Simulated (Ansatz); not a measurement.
**Molecular dynamics of CH$_{2}$O$_{2}$Se**

The input (input.yaml):

```yaml
crystal:
  periodic: [false, false, false]
  atoms:
    - { symbol: O, position_ang: [0.510204, 1.139495, -0.443483] }
    - { symbol: C, position_ang: [0.004913, -0.012585, -0.009381] }
    - { symbol: O, position_ang: [0.488648, -0.285197, 1.200061] }
    - { symbol: Se, position_ang: [-1.162866, -1.051, -0.924847] }
    - { symbol: H, position_ang: [0.118998, 1.283375, -1.331202] }
    - { symbol: H, position_ang: [0.082302, -1.138289, 1.462552] }
basis:
  gaussian: { orbitals: def2-SVP }
hamiltonian:
  xc: pbe
md:
  timestep: 2.0
  n_steps: 40
  ensemble: nve
  temperature: 50.0
  initial_velocities: maxwell_boltzmann
  seed: 155685
scf:
  lower_state_search: "off"
```

Run as:

```bash
$ ansatz run input.yaml --threads 1 --pin off --max-ram 2048MiB --backend cpu --events-out ev --progress --plain --runs-dir out
```

It starts from a relaxed structure.

Output, in part (step lines, the closing report, with atoms numbered from 0):

```
md step     0: t =     0.00 fs  T =    50.0 K  F+E_penalty+E_count = -70486.22123835 eV  E_kin = 0.025852 eV  conserved = -70486.19538635 eV  (16 SCF iters)
md step     1: t =     2.00 fs  T =    38.3 K  F+E_penalty+E_count = -70486.21380123 eV  E_kin = 0.019814 eV  conserved = -70486.19398695 eV  (22 SCF iters)
md step     2: t =     4.00 fs  T =    21.2 K  F+E_penalty+E_count = -70486.20533961 eV  E_kin = 0.010979 eV  conserved = -70486.19436081 eV  (22 SCF iters)
md step     3: t =     6.00 fs  T =     7.3 K  F+E_penalty+E_count = -70486.19679926 eV  E_kin = 0.003794 eV  conserved = -70486.19300507 eV  (22 SCF iters)
md step     4: t =     8.00 fs  T =    15.0 K  F+E_penalty+E_count = -70486.20207424 eV  E_kin = 0.007769 eV  conserved = -70486.19430553 eV  (21 SCF iters)
md step     5: t =    10.00 fs  T =    27.5 K  F+E_penalty+E_count = -70486.20822183 eV  E_kin = 0.014203 eV  conserved = -70486.19401876 eV  (21 SCF iters)
md step     6: t =    12.00 fs  T =    36.3 K  F+E_penalty+E_count = -70486.21381127 eV  E_kin = 0.018763 eV  conserved = -70486.19504806 eV  (22 SCF iters)
md step     7: t =    14.00 fs  T =    27.4 K  F+E_penalty+E_count = -70486.20818687 eV  E_kin = 0.014149 eV  conserved = -70486.19403748 eV  (22 SCF iters)
md step     8: t =    16.00 fs  T =    15.7 K  F+E_penalty+E_count = -70486.20225868 eV  E_kin = 0.008123 eV  conserved = -70486.19413610 eV  (22 SCF iters)
md step     9: t =    18.00 fs  T =    10.1 K  F+E_penalty+E_count = -70486.19863043 eV  E_kin = 0.005212 eV  conserved = -70486.19341797 eV  (22 SCF iters)
md step    10: t =    20.00 fs  T =    19.4 K  F+E_penalty+E_count = -70486.20421665 eV  E_kin = 0.010047 eV  conserved = -70486.19416962 eV  (23 SCF iters)
md step    11: t =    22.00 fs  T =    31.5 K  F+E_penalty+E_count = -70486.21061921 eV  E_kin = 0.016292 eV  conserved = -70486.19432769 eV  (22 SCF iters)
md step    12: t =    24.00 fs  T =    36.8 K  F+E_penalty+E_count = -70486.21367605 eV  E_kin = 0.019041 eV  conserved = -70486.19463467 eV  (22 SCF iters)
md step    13: t =    26.00 fs  T =    30.9 K  F+E_penalty+E_count = -70486.21017817 eV  E_kin = 0.015958 eV  conserved = -70486.19422033 eV  (22 SCF iters)
md step    14: t =    28.00 fs  T =    22.1 K  F+E_penalty+E_count = -70486.20521269 eV  E_kin = 0.011419 eV  conserved = -70486.19379379 eV  (22 SCF iters)
md step    15: t =    30.00 fs  T =    21.3 K  F+E_penalty+E_count = -70486.20498268 eV  E_kin = 0.010995 eV  conserved = -70486.19398723 eV  (22 SCF iters)
md step    16: t =    32.00 fs  T =    27.9 K  F+E_penalty+E_count = -70486.20837460 eV  E_kin = 0.014412 eV  conserved = -70486.19396222 eV  (22 SCF iters)
md step    17: t =    34.00 fs  T =    35.3 K  F+E_penalty+E_count = -70486.21310867 eV  E_kin = 0.018270 eV  conserved = -70486.19483904 eV  (22 SCF iters)
md step    18: t =    36.00 fs  T =    29.4 K  F+E_penalty+E_count = -70486.20934262 eV  E_kin = 0.015210 eV  conserved = -70486.19413237 eV  (22 SCF iters)
md step    19: t =    38.00 fs  T =    18.1 K  F+E_penalty+E_count = -70486.20382430 eV  E_kin = 0.009378 eV  conserved = -70486.19444643 eV  (22 SCF iters)
md step    20: t =    40.00 fs  T =     7.6 K  F+E_penalty+E_count = -70486.19703200 eV  E_kin = 0.003916 eV  conserved = -70486.19311559 eV  (23 SCF iters)
md step    21: t =    42.00 fs  T =    15.7 K  F+E_penalty+E_count = -70486.20238541 eV  E_kin = 0.008104 eV  conserved = -70486.19428171 eV  (22 SCF iters)
md step    22: t =    44.00 fs  T =    29.2 K  F+E_penalty+E_count = -70486.20892153 eV  E_kin = 0.015080 eV  conserved = -70486.19384146 eV  (22 SCF iters)
md step    23: t =    46.00 fs  T =    41.7 K  F+E_penalty+E_count = -70486.21686415 eV  E_kin = 0.021584 eV  conserved = -70486.19527995 eV  (21 SCF iters)
md step    24: t =    48.00 fs  T =    33.8 K  F+E_penalty+E_count = -70486.21142553 eV  E_kin = 0.017474 eV  conserved = -70486.19395180 eV  (22 SCF iters)
md step    25: t =    50.00 fs  T =    20.3 K  F+E_penalty+E_count = -70486.20498202 eV  E_kin = 0.010488 eV  conserved = -70486.19449439 eV  (22 SCF iters)
md step    26: t =    52.00 fs  T =     7.4 K  F+E_penalty+E_count = -70486.19686097 eV  E_kin = 0.003850 eV  conserved = -70486.19301107 eV  (22 SCF iters)
md step    27: t =    54.00 fs  T =    15.6 K  F+E_penalty+E_count = -70486.20228503 eV  E_kin = 0.008042 eV  conserved = -70486.19424347 eV  (22 SCF iters)
md step    28: t =    56.00 fs  T =    30.3 K  F+E_penalty+E_count = -70486.20946416 eV  E_kin = 0.015677 eV  conserved = -70486.19378711 eV  (21 SCF iters)
md step    29: t =    58.00 fs  T =    44.6 K  F+E_penalty+E_count = -70486.21837254 eV  E_kin = 0.023069 eV  conserved = -70486.19530344 eV  (22 SCF iters)
md step    30: t =    60.00 fs  T =    37.5 K  F+E_penalty+E_count = -70486.21354777 eV  E_kin = 0.019412 eV  conserved = -70486.19413551 eV  (22 SCF iters)
md step    31: t =    62.00 fs  T =    22.5 K  F+E_penalty+E_count = -70486.20605287 eV  E_kin = 0.011629 eV  conserved = -70486.19442429 eV  (22 SCF iters)
md step    32: t =    64.00 fs  T =     8.1 K  F+E_penalty+E_count = -70486.19730102 eV  E_kin = 0.004174 eV  conserved = -70486.19312673 eV  (22 SCF iters)
md step    33: t =    66.00 fs  T =    13.6 K  F+E_penalty+E_count = -70486.20118501 eV  E_kin = 0.007020 eV  conserved = -70486.19416504 eV  (22 SCF iters)
md step    34: t =    68.00 fs  T =    26.8 K  F+E_penalty+E_count = -70486.20788018 eV  E_kin = 0.013849 eV  conserved = -70486.19403153 eV  (22 SCF iters)
md step    35: t =    70.00 fs  T =    38.2 K  F+E_penalty+E_count = -70486.21468110 eV  E_kin = 0.019769 eV  conserved = -70486.19491169 eV  (21 SCF iters)
md step    36: t =    72.00 fs  T =    33.8 K  F+E_penalty+E_count = -70486.21178649 eV  E_kin = 0.017470 eV  conserved = -70486.19431605 eV  (22 SCF iters)
md step    37: t =    74.00 fs  T =    22.1 K  F+E_penalty+E_count = -70486.20547860 eV  E_kin = 0.011409 eV  conserved = -70486.19406931 eV  (22 SCF iters)
md step    38: t =    76.00 fs  T =    14.4 K  F+E_penalty+E_count = -70486.20114306 eV  E_kin = 0.007452 eV  conserved = -70486.19369131 eV  (22 SCF iters)
md step    39: t =    78.00 fs  T =    18.3 K  F+E_penalty+E_count = -70486.20335031 eV  E_kin = 0.009461 eV  conserved = -70486.19388900 eV  (23 SCF iters)
md step    40: t =    80.00 fs  T =    28.1 K  F+E_penalty+E_count = -70486.20902040 eV  E_kin = 0.014510 eV  conserved = -70486.19451085 eV  (22 SCF iters)
Total energy: -70486.20904220 eV, -2590.3204050324 hartree
Atom 0 at     0.513711     1.143234    -0.451085 Å, force    -0.239262    -0.320094     0.119845 eV/Å
Atom 1 at    -0.001531    -0.014896    -0.010827 Å, force     0.465089     0.340905     0.335276 eV/Å
Atom 2 at     0.490969    -0.286790     1.213850 Å, force    -0.162464     0.285825    -0.749324 eV/Å
Atom 3 at    -1.163272    -1.051164    -0.925642 Å, force    -0.035343    -0.038537     0.001063 eV/Å
Atom 4 at     0.104097     1.309211    -1.330836 Å, force     0.062869    -0.107228     0.173247 eV/Å
Atom 5 at     0.113250    -1.157773     1.443495 Å, force    -0.090889    -0.160871     0.119893 eV/Å
Dipole moment:     0.094401     0.087718     0.058630 e Å
```

All steps were run. The conserved energy stayed within 0.4 meV per atom of its start (net change 0.15 meV per atom), so the integration is sound. The temperature averaged 0.49 of the 50 K drawn at the start: a run that starts near a minimum puts about half its kinetic energy into the potential. A step of 2 fs is long for free X–H stretches (periods near 10 fs) and can bias their spread and the temperature. A run of 0.08 ps of so small a system gives no equilibrium averages.

The same pairs are bonded in the first frame and the last. Pairs count as bonded within 1.25 times the sum of covalent radii (0.12 Å more for H–H).

Last frame:

```xyz
6
Properties=species:S:1:pos:R:3
O 0.514 1.143 -0.451
C -0.002 -0.015 -0.011
O 0.491 -0.287 1.214
Se -1.163 -1.051 -0.926
H 0.104 1.309 -1.331
H 0.113 -1.158 1.444
```

The run took 92 s on 1 thread of Arm Neoverse N1 (shared host), peak memory 0.11 GiB.
